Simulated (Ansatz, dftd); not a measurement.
Reaction: H4GeO (SMILES [OH][GeH3]) → H3GeO (SMILES [OH][GeH2], doublet) + H (doublet) (the Ge-H bond breaks)
Each species at its own B3LYP-D3(BJ)/def2-TZVP minimum (Ansatz, an electronic-structure program).

Property: bond dissociation energy (electronic), in kJ/mol. Radicals and triplets start from unrestricted determinants; spin-orbit coupling is neglected. Cores are frozen in correlated methods (noble-gas shells, and filled d and f shells in the p block). No relativity. CBS(X,Y): correlation extrapolated as X^-3, Hartree-Fock from the larger set. A bracket is a step between two methods taken in the basis named. Where a partner has so few electrons that a lower coupled-cluster level is exact, that level stands in.

```json
[
 {"level": "PBE-D4/def2-TZVPD", "program": "Ansatz + dftd4", "bond dissociation energy (kJ/mol)": "346.4", "difference against the last row": "-26.2"},
 {"level": "B3LYP/def2-TZVPD", "program": "Ansatz", "bond dissociation energy (kJ/mol)": "359.8", "difference against the last row": "-12.8"},
 {"level": "CAM-B3LYP-D3(BJ)/def2-TZVPD", "program": "Ansatz + dftd3", "bond dissociation energy (kJ/mol)": "367.1", "difference against the last row": "-5.5"},
 {"level": "CCSD/cc-pVDZ", "program": "Ansatz", "bond dissociation energy (kJ/mol)": "357.1", "difference against the last row": "-15.5"},
 {"level": "CCSD/CBS(cc-pVTZ,cc-pVQZ)", "program": "Ansatz", "bond dissociation energy (kJ/mol)": "373.3", "difference against the last row": "0.7"},
 {"level": "CCSD(T)/cc-pVTZ", "program": "Ansatz", "bond dissociation energy (kJ/mol)": "367.5", "difference against the last row": "-5.1"},
 {"level": "CCSD(T)/CBS(cc-pVTZ,cc-pVQZ)", "program": "Ansatz", "bond dissociation energy (kJ/mol)": "372.9", "difference against the last row": "0.3"},
 {"level": "CCSDT(Q)/cc-pVDZ", "program": "Ansatz", "bond dissociation energy (kJ/mol)": "356.1", "difference against the last row": "-16.5"},
 {"level": "CCSDT(Q)/cc-pVTZ", "program": "Ansatz", "bond dissociation energy (kJ/mol)": "367.1", "difference against the last row": "-5.5"},
 {"level": "CCSDTQ/cc-pVDZ", "program": "Ansatz", "bond dissociation energy (kJ/mol)": "356.2", "difference against the last row": "-16.4"},
 {"level": "CCSD(T)/CBS(cc-pVTZ,cc-pVQZ) + [CCSDTQ - CCSD(T)]/cc-pVDZ", "program": "Ansatz", "bond dissociation energy (kJ/mol)": "372.5", "difference against the last row": "-0.1"},
 {"level": "CCSD(T)/CBS(cc-pVTZ,cc-pVQZ) + [CCSDT(Q) - CCSD(T)]/cc-pVTZ + [CCSDTQ - CCSDT(Q)]/cc-pVDZ", "program": "Ansatz", "bond dissociation energy (kJ/mol)": "372.6", "difference against the last row": "0.0"}
]
```
